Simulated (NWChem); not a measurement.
CH₄OSSe; SMILES CO[Se]S

```xyz
8

Se     0.7376     0.0310     0.0507
O     -0.1654    -1.4005    -0.5699
C     -1.1361    -1.9436     0.2898
H     -1.9796    -1.2463     0.4458
H     -1.5235    -2.8475    -0.2046
H     -0.7195    -2.2231     1.2743
S     -0.7164     1.6598    -0.0978
H     -1.2527     1.5722     1.1444
```
Atoms are numbered in this order, from 1.

Results from NWChem. Coordinates come from a PBE0/def2-SVP optimisation. Ions are spin-unrestricted doublets at the neutral geometry; other ion states weren't tried.

For level B3LYP/def2-SVP:

- vertical ionisation energy, ΔSCF (eV): 8.94
- −ε(HOMO) (eV): 6.41

Q: How do the values read with level PBE/def2-SVP instead?

A: The vertical ionisation energy, ΔSCF (eV) is 8.69 and the −ε(HOMO) (eV) is 5.40.
